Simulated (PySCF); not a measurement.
**How methods differ on the excitation energy of C**

C [He] 2s2 2p2 (3P) → C [He] 2s1 2p2 3s1 (5P), as a difference of total energies. Computed with PySCF 2.14 in dyall-acv3z (15s9p4d2f, 76 functions), with the spin-free X2C one-electron Hamiltonian (Gaussian nucleus). Correlated levels: valence and next inner shell: nothing frozen; virtual orbitals above 40 to 60 times the deepest correlated orbital energy dropped. The calculations carry no spin-orbit coupling.

```csv
method,excitation energy (eV)
UHF,10.966
MP2 (valence and next inner shell),12.456
SCS-MP2 (valence and next inner shell),12.811
CCSD (valence and next inner shell),12.819
CCSD(T) (valence and next inner shell),12.880
```

Problem. How much does correlation contribute at CCSD(T) (valence and next inner shell)?

Solution. 12.880 − (10.966) = 1.914 eV, measured against UHF.

The upper state lies above the first ionisation limit, but in LS coupling its spin forbids autoionisation to the ground ion. A Rydberg-like electron needs more diffuse functions than a valence basis has.

The promoted electron is Rydberg-like, and one or two diffuse shells describe it only roughly, which tends to raise the upper state.
